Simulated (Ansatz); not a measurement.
## Ligand exchange: In(CH3)(OH)2 + Hf(CH3)(OH)3 → In(OH)3 + Hf(CH3)2(OH)2

Species: In(CH3)(OH)2, singlet; Hf(CH3)(OH)3, singlet; In(OH)3, singlet; Hf(CH3)2(OH)2, singlet. The partners trade CH3 for OH: In–CH3 and Hf–OH bonds give way to In–OH and Hf–CH3.

Shapes, held fixed at every level: PBE0-D4/def2-TZVP. Flexible molecules stand in one conformer, not always the lowest. Programs: Ansatz 0.2.0. The zero-point and thermal change to 298 K, harmonic and unscaled (PBE0-D4/def2-TZVP), is -2.8 kJ/mol.

| level | kind | ΔH(298 K) (kJ/mol) | less CCSD(T)/def2-TZVPP | CPU time (sum over the molecules) |
| --- | --- | --- | --- | --- |
| HF/def2-TZVPP | Hartree–Fock | +148.2 | +1.1 | – |
| SPW92/def2-TZVPP | LDA | +154.0 | +6.9 | 21 s |
| B3LYP-D4/def2-TZVPP | global hybrid | +148.3 | +1.2 | 64 s |
| BHLYP-D4/def2-TZVPP | global hybrid | +151.4 | +4.3 | 45 s |
| PBE0-D4/def2-TZVPP | global hybrid | +146.5 | -0.6 | 42 s |
| MP2/def2-SVP | perturbation theory | +154.9 | +7.8 | – |
| CCSD(T)/def2-TZVPP | coupled cluster or CI | +147.1 | 0.0 | 48 min |

The highest level, CCSD(T)/def2-TZVPP, gives ΔH(298 K) = +147.1 kJ/mol; the levels span +146.5 to +154.9. The column of differences is taken from that level and isn't an error. No measured value is set beside it here. For atoms past krypton def2 sets carry core potentials with scalar relativity. Outer-core shells of Hf, In are correlated, in sets that cover them unevenly. Times are processor times on shared x86 and Arm servers, and rough.
